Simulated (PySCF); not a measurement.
B(F)(OH)(SH) (BFH2OS), SMILES OB(F)S. Atoms are numbered in the order given.

```xyz
6

B     -0.0144     0.4518     0.0000
F     -1.1830     1.1013     0.0000
O      1.1507     1.1366     0.0000
H      1.0222     2.0955     0.0000
S     -0.0502    -1.3661     0.0000
H      1.2947    -1.5011     0.0000
```

Coordinates come from a B3LYP-D3(BJ)/def2-SVP optimisation. One conformer was computed; it need not be the lowest.

All values below come from PBE0/pcJ-1 in PySCF.

Isotropic couplings with Fermi-contact, spin-dipole and both spin-orbit terms, one fixed conformer, no vibrational averaging. Isotopes: 11B, 19F, 1H.

Question: Estimate the spin–spin coupling constants. (An estimate is asked for; the answer gives what the named calculation found.)

Answer: 
```tsv
pair	bonds apart	J (Hz)
B1–F2	1	-147.9
B1–H4	2	-5.4
B1–H6	2	-5.9
F2–H4	3	2.1
F2–H6	3	17.6
H4–H6	4	1.4
```
